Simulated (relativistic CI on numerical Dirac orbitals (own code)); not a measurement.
**d1 to d9 in one tetrahedral field**

Computed with a parametric ligand-field model without spin-orbit coupling, by exact diagonalisation: B = 810, C = 3740, 10Dq = -5500 cm⁻¹ (Td; |10Dq|/B = 6.8) for every shell. Energies in cm⁻¹; the field energy is (0.6 n_e − 0.4 n_t2) × 10Dq of the ground term; g labels are left out.

```tsv
Shell	Ground term	Electrons in e	Field energy	First spin-allowed bands	Lowest term of other spin
d1	2E	1.000	-3300	2T2 5500	
d2	3A2	2.000	-6600	3T2 5500, 3T1 9383	1E 13327
d3	4T1	1.898	-3839	4T2 4707, 4A2 10207	2E 11549
d4	5T2	2.000	-2200	5E 5500	3T1 14750
d5	6A1	2.000	0	none	4T1 23578
d6	?	?	?	?	?
d7	4A2	4.000	-6600	4T2 5500, 4T1 9383	2E 16413
d8	3T1	3.898	-3839	3T2 4707, 3A2 10207	1T2 12665
d9	2T2	4.000	-2200	2E 5500
```

Task: Fill in the row of d6.

Result: Ground term: 5E; Electrons in e: 3.000; Field energy: -3300; First spin-allowed bands: 5T2 5500; Lowest term of other spin: 3T1 15236. Every shell keeps the spin of the free ion. Tetrahedral fields of 3d complexes are almost always too weak to pair spins. High-spin d^(n+5) repeats the spin-allowed bands of d^n, since the half-filled shell is spherical.
